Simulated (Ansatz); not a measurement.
Geometry optimisation, RKS PBE/def2-SVP (Ansatz).

input.yaml

```yaml
crystal:
  periodic: [false, false, false]
  atoms:
    - { symbol: B, position_ang: [-0.1529, 0.364582, -0.463747] }
    - { symbol: "N", position_ang: [-0.000617, -0.124666, 2.235749] }
    - { symbol: H, position_ang: [-0.740567, -0.254808, 2.938615] }
    - { symbol: H, position_ang: [0.891146, -0.262146, 2.729668] }
    - { symbol: O, position_ang: [1.185697, 0.177997, -0.613313] }
    - { symbol: H, position_ang: [1.3851, -0.734103, -0.888741] }
    - { symbol: Cl, position_ang: [-1.325451, -0.88452, -1.020461] }
    - { symbol: O, position_ang: [-0.594188, 1.608177, -0.034364] }
    - { symbol: Si, position_ang: [-2.069503, 2.425876, -0.017902] }
    - { symbol: H, position_ang: [-3.13922, 1.659894, -0.739708] }
    - { symbol: H, position_ang: [-2.468185, 2.639606, 1.415655] }
    - { symbol: H, position_ang: [-1.858327, 3.759232, -0.671635] }
    - { symbol: H, position_ang: [-0.025086, 0.887081, 1.981584] }
basis:
  gaussian: { orbitals: def2-SVP }
hamiltonian:
  xc: pbe
relax:
  f_tol: 0.03
  max_steps: 50
output:
  orbitals: {}
```

Run as:

```bash
$ ansatz run input.yaml --threads 4 --pin off --max-ram 5120MiB --backend cpu --events-out ev --progress --plain --runs-dir out
```

Problem. Where does it end, and by what steps?

Solution. The forces met the threshold. After 22 steps the energy has fallen by 0.533 eV; Cl7 moved furthest, 1.26 Å. Joined: B1–N2 (2.75 → 1.66 Å).

```json
{"step": "0", "energy less start (eV)": "0.0000", "largest force component (eV/Å)": "0.579", "accepted": "yes"}
{"step": "1", "energy less start (eV)": "-0.0219", "largest force component (eV/Å)": "0.864", "accepted": "yes"}
{"step": "2", "energy less start (eV)": "-0.0333", "largest force component (eV/Å)": "0.690", "accepted": "yes"}
{"step": "3", "energy less start (eV)": "-0.0624", "largest force component (eV/Å)": "0.665", "accepted": "yes"}
{"step": "4", "energy less start (eV)": "-0.1034", "largest force component (eV/Å)": "0.876", "accepted": "yes"}
{"step": "5", "energy less start (eV)": "-0.1746", "largest force component (eV/Å)": "0.900", "accepted": "yes"}
{"step": "6", "energy less start (eV)": "-0.3062", "largest force component (eV/Å)": "0.813", "accepted": "yes"}
{"step": "7", "energy less start (eV)": "-0.3093", "largest force component (eV/Å)": "1.397", "accepted": "yes"}
{"step": "8", "energy less start (eV)": "-0.2810", "largest force component (eV/Å)": "1.147", "accepted": "no"}
{"step": "9", "energy less start (eV)": "-0.3819", "largest force component (eV/Å)": "0.275", "accepted": "yes"}
{"step": "10", "energy less start (eV)": "-0.3959", "largest force component (eV/Å)": "0.226", "accepted": "yes"}
{"step": "11", "energy less start (eV)": "-0.4102", "largest force component (eV/Å)": "0.251", "accepted": "yes"}
{"step": "12", "energy less start (eV)": "-0.4193", "largest force component (eV/Å)": "0.435", "accepted": "yes"}
{"step": "13", "energy less start (eV)": "-0.4584", "largest force component (eV/Å)": "0.162", "accepted": "yes"}
{"step": "14", "energy less start (eV)": "-0.4762", "largest force component (eV/Å)": "0.326", "accepted": "yes"}
{"step": "15", "energy less start (eV)": "-0.4942", "largest force component (eV/Å)": "0.301", "accepted": "yes"}
{"step": "16", "energy less start (eV)": "-0.4713", "largest force component (eV/Å)": "1.766", "accepted": "no"}
{"step": "17", "energy less start (eV)": "-0.5107", "largest force component (eV/Å)": "0.226", "accepted": "yes"}
{"step": "18", "energy less start (eV)": "-0.5214", "largest force component (eV/Å)": "0.152", "accepted": "yes"}
{"step": "19", "energy less start (eV)": "-0.5292", "largest force component (eV/Å)": "0.153", "accepted": "yes"}
{"step": "20", "energy less start (eV)": "-0.5323", "largest force component (eV/Å)": "0.035", "accepted": "yes"}
{"step": "21", "energy less start (eV)": "-0.5320", "largest force component (eV/Å)": "0.063", "accepted": "no"}
{"step": "22", "energy less start (eV)": "-0.5327", "largest force component (eV/Å)": "0.009", "accepted": "yes"}
```

```xyz
13
Properties=species:S:1:pos:R:3
B -0.162 0.286 0.338
N 0.204 0.157 1.951
H -0.645 0.256 2.524
H 0.620 -0.767 2.138
O 1.022 -0.171 -0.278
H 1.016 0.055 -1.222
Cl -1.667 -0.915 0.193
O -0.550 1.634 0.102
Si -2.069 2.275 -0.210
H -2.667 1.777 -1.495
H -3.034 2.025 0.922
H -1.864 3.762 -0.320
H 0.883 0.889 2.209
```

Whether the end is a true minimum wasn't checked by a vibrational analysis.

Time of the run: 22 s on 4 threads of Intel(R) Xeon(R) 6975P-C (Granite Rapids), on a shared host, peak memory 0.2 GiB.
